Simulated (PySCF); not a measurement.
TPSSh on F⁺ (fluorine, charge +1), [He] 2s1 2p4 3d1, one real determinant (an excited configuration). Computed with PySCF 2.14 in x2c-TZVPPall with one added diffuse shell each of s, p, d type (6s4p3d1f, 40 functions), with scalar relativity by spin-free X2C-1e.

```
cycle= 1 E= -97.3576315912228  delta_E= -0.00348  |g|= 0.00882  |ddm|= 0.0552
cycle= 2 E= -97.3576496922216  delta_E= -1.81e-05  |g|= 0.00164  |ddm|= 0.0038
cycle= 3 E= -97.3576503700681  delta_E= -6.78e-07  |g|= 0.00063  |ddm|= 0.000911
cycle= 4 E= -97.3576504657513  delta_E= -9.57e-08  |g|= 3.16e-05  |ddm|= 0.000268
cycle= 5 E= -97.3576504660995  delta_E= -3.48e-10  |g|= 1.93e-06  |ddm|= 1.78e-05
converged SCF energy = -97.3576504660995  <S^2> = 6.0012152  2S+1 = 5.000486
```

Highest occupied orbital energy: 0.171 eV; ⟨L²⟩ = 8.00; populations by l: s 3.00, p 4.00, d 1.00, f 0.00.

**Question.** Can this result be used?

**Answer.** Not for this state. The run converged. ⟨L²⟩ = 8.00 against 12 for a pure F term, so this real determinant mixes terms. The outer electron is Rydberg-like, and this basis confines it to a smaller radius and binds it less than a complete one would. At TPSSh the highest occupied level has a positive energy, so only the finite basis holds that electron; for this excited configuration the basis is too tight for the outer shell.
